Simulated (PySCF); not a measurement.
A structure optimised at B3LYP-D3(BJ)/def2-SVP, used in a PySCF frequency run:

```
Al
F 1 1.6637
O 1 1.6918 2 121.33
H 3 0.9615 1 126.46 2 0.00
Se 1 2.2992 2 118.84 3 180.00
H 5 1.4772 1 90.28 2 180.00
```
Charge 0, spin multiplicity 1.

**Question.** Write its SMILES, formula and point group.

**Answer.** [OH][Al]([F])[SeH], AlFH2OSe, Cs

**Question.** What are its rotational constants (standard atomic weights)?

**Answer.** 6.3628, 1.7721, 1.3860 GHz
